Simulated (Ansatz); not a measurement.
Consider the cleavage of the Ge–Ge bond: `[OH][GeH]([GeH3])[GeH3]` + `N[SiH](O)F` → `O[SiH](F)[NH][GeH3]` + `[OH][GeH2][GeH3]`.

Isolated molecules relaxed with PBE0-D4/def2-TZVP in Ansatz; ΔE leaves out vibrations. CBS: MP2 limit from def2 TZ/QZ plus the TZ coupled-cluster correction, frozen cores. This one scheme is used for every species. Functionals use def2-TZVPP. For Ge outer-core shells are correlated without core-valence functions, which leaves a few kJ/mol of doubt a bond. Scalar relativity is left out up to krypton. One conformer a species, not always the lowest.

CCSD(T)/CBS gives +26.7 kJ/mol.

Q: Another level gave +22.8 kJ/mol. Which?
A. PBE-QIDH/def2-TZVPP
B. HF/def2-TZVPP
C. PBE0/def2-TZVPP
D. CCSD(T)/def2-TZVPP

A: D. CCSD(T)/def2-TZVPP 22.8, HF/def2-TZVPP 11.2, PBE-QIDH 27.0, PBE0 34.6 kJ/mol.

Largest T1 diagnostic among the species: 0.012.

From PBE to PBE0 (25 % exact exchange), in def2-TZVPP and without D4, ΔE moves by −3.7 kJ/mol. Leaving LDA and LC-ωPBE aside and taking each functional with its dispersion term where it has one, the values, not all of them listed here, spread over 17.5 kJ/mol, from B97M-V to PBE-D4. In def2-TZVPP, CCSD(T) changes the Hartree–Fock value by +11.6 kJ/mol (the triples alone add +0.6 kJ/mol) and MP2 by +11.4 kJ/mol.
